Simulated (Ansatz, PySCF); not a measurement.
Complex: CH5N (SMILES CN) (first 7 atoms) with CH4S (SMILES CS); geometry from B3LYP-D3(BJ)/def2-TZVP, rigid monomers moved along the line of their centres of mass till N2···H13 is 3.02 Å.
(charge 0, multiplicity 1):
```xyz
13

C      0.41790     0.39043     0.46302
N     -0.36245    -0.81726     0.73830
H      1.42491     0.26215     0.86161
H     -0.03482     1.23312     0.98713
H      0.50299     0.64915    -0.59934
H      0.06953    -1.63557     0.32694
H     -1.29530    -0.74311     0.35045
C      1.15178     0.13837     5.14524
S     -0.65565    -0.04393     4.99142
H      1.53985     0.85655     4.42498
H      1.34874     0.50954     6.14954
H      1.65454    -0.81912     5.02215
H     -0.64910    -0.53863     3.73016
```

Counterpoise-corrected where a basis set is named; no monomer relaxation.

Cores are frozen in the correlated methods.

Programs: Ansatz (Gaussian orbitals); PySCF for the dispersion terms. Each number belongs to the level named beside it.

PBE/def2-TZVPPD gives -1.79 kcal/mol for the interaction energy.

Question: How do the other levels lie against it? Give each less PBE: PBE-D3(BJ)/def2-TZVPPD, r2SCAN/def2-TZVPPD, PBE0/def2-TZVPPD, wB97M-V/def2-TZVPPD, MP2/aug-cc-pV(D+d)Z, CCSD(T)/aug-cc-pV(D+d)Z.

Answer: PBE-D3(BJ)/def2-TZVPPD -0.68; r2SCAN/def2-TZVPPD 0.05; PBE0/def2-TZVPPD 0.12; wB97M-V/def2-TZVPPD -0.29; MP2/aug-cc-pV(D+d)Z -0.37; CCSD(T)/aug-cc-pV(D+d)Z -0.28 kcal/mol. 2 of 6 lie above PBE; the widest gap is to PBE-D3(BJ)/def2-TZVPPD.

Ansatz is a quantum-chemistry and plane-wave program.
